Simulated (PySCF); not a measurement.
FH₅O₃Si₂, SMILES O[Si](O)(O)[SiH2]F. Geometry optimised at PBE-D3(BJ)/def2-SVP. The structure was generated by enumeration, and PubChem lists no compound with its InChIKey, so it may never have been made. The values are those of a single conformer.

Computed equilibrium geometry at PBE-D3(BJ)/def2-SVP (PySCF confirms it by a frequency run) as Cartesian coordinates in Å (one conformer of several):
```xyz
11

Si     1.4080    -0.6744    -0.4521
F      1.8206     0.2726    -1.7402
Si    -0.6300     0.1083     0.4031
O     -0.5573     1.6321     1.0874
O     -1.8147     0.2458    -0.7804
O     -0.9637    -0.9967     1.6112
H      1.2956    -2.0921    -0.9505
H      2.5196    -0.6015     0.5580
H     -0.8734     2.3406     0.4989
H     -1.9125    -0.5207    -1.3717
H     -1.6225    -0.7031     2.2677
```
